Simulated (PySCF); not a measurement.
Ge(OH)4, H4GeO4, SMILES [OH][Ge]([OH])([OH])[OH] (CAM-B3LYP/def2-SVP optimised geometry):

```
9

O     -1.105    -1.750     1.484
Ge    -0.613    -0.963     0.000
O     -1.107    -1.750    -1.484
O     -1.378     0.613     0.000
O      1.138    -0.963     0.000
H     -1.985    -1.479     1.776
H     -0.473    -2.413    -1.783
H     -1.511     0.963    -0.890
H      1.511    -0.925     0.890
```

Computed with CAM-B3LYP/def2-TZVP (PySCF).

What are the frontier orbital energies and the dipole moment?

HOMO-2 -10.99 eV, HOMO-1 -10.72 eV, HOMO -10.72 eV, LUMO 0.59 eV, LUMO+1 2.31 eV; dipole moment 0.02 D.

On the same geometry PySCF with PBE/def2-TZVP gives HOMO-2 -7.70 eV, HOMO-1 -7.38 eV, HOMO -7.38 eV, LUMO -1.23 eV, LUMO+1 0.63 eV; dipole moment 0.01 D.

Meta-Löwdin charges at CAM-B3LYP/def2-TZVP: O1 -0.74, Ge2 1.56, O3 -0.74, O4 -0.74, O5 -0.74, H6 0.35, H7 0.35, H8 0.35, H9 0.35.
